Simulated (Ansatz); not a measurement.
Ligand exchange: GaH2F + AuSH → GaH2(SH) + AuF

Species: GaH2F `[F][GaH2]`, singlet; AuSH `[SH][Au]`, singlet; GaH2(SH), singlet; AuF, singlet. The partners trade F for SH: Ga–F and Au–SH bonds give way to Ga–SH and Au–F.

Shapes, held fixed at every level: PBE0-D4/def2-TZVP. Programs: Ansatz 0.2.0. The zero-point and thermal change to 298 K, harmonic and unscaled (PBE0-D4/def2-TZVP), is +0.9 kJ/mol.

| level | kind | ΔH(298 K) (kJ/mol) | less CCSD(T)/def2-TZVPP |
| --- | --- | --- | --- |
| HF/def2-SVP | Hartree–Fock | +137.0 | -21.7 |
| HF/def2-TZVPP | Hartree–Fock | +137.7 | -21.0 |
| PBE-D4/def2-TZVPP | GGA | +148.4 | -10.3 |
| B3LYP-D4/def2-TZVPP | global hybrid | +149.8 | -8.9 |
| BHLYP-D4/def2-TZVPP | global hybrid | +149.7 | -9.0 |
| wB97X-V/def2-TZVPP | range-separated hybrid | +139.9 | -18.8 |
| MP2/def2-SVP | perturbation theory | +180.7 | +22.0 |
| CCSD(T)/def2-TZVPP | coupled cluster or CI | +158.7 | 0.0 |

The highest level, CCSD(T)/def2-TZVPP, gives ΔH(298 K) = +158.7 kJ/mol; the levels span +137.0 to +180.7. The column of differences is taken from that level and isn't an error. No measured value is set beside it here. T1 is large for AuSH (0.025), AuF (0.030), so single-reference values are less sure there. For atoms past krypton def2 sets carry core potentials with scalar relativity. Relativity is left out for Ga. Outer-core shells of Au, Ga are correlated in most correlated rows, in sets that cover them unevenly.
